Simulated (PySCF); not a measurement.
# Spinor energies of Cl¹²⁺ (chlorine, charge +12)

Start: [He] 2s2 2p1; 2p3/2 filled at m_j = +3/2. Calculated with PySCF 2.14 in an uncontracted even-tempered set (17 s from 2 bohr⁻², ratio 2.4; 11 p from 2.6 bohr⁻², ratio 2.4; 5 d from 9.6 bohr⁻², ratio 2.6; 5 f from 14 bohr⁻², ratio 2.6): generalised Hartree-Fock with the X2C-1e Hamiltonian and a Gaussian nucleus; one run each with spin-orbit coupling (SO) screened by Boettger's factors, then bare. This is a chosen level, not necessarily the ground level.

| spinor shell | electrons | ε, screened SO (eV) | ε, bare SO (eV) | weight of nominal j (bare SO) | rms radius, bare SO (bohr) |
| --- | --- | --- | --- | --- | --- |
| 1s1/2 | 2 | -3399.0 | -3399.0 | 1.000 | 0.104 |
| 2s1/2 | 2 | -685.67 | -685.68 | 1.000 | 0.426 |
| 2p3/2 | 1 | -655.74 | -655.63 | 1.000 | 0.376 |

| quantity | screened SO | bare SO |
| --- | --- | --- |
| E (hartree) | -360.70486 | -360.70115 |
| M_J | 3/2 | 3/2 |
| ⟨J²⟩ | 3.750 | 3.750 |
| ⟨L²⟩ | 2.000 | 2.000 |
| ⟨S²⟩ | 0.750 | 0.750 |

Each row is a mean over spinors that exchange with the open shell spreads, by up to 12.870 eV (2s1/2).
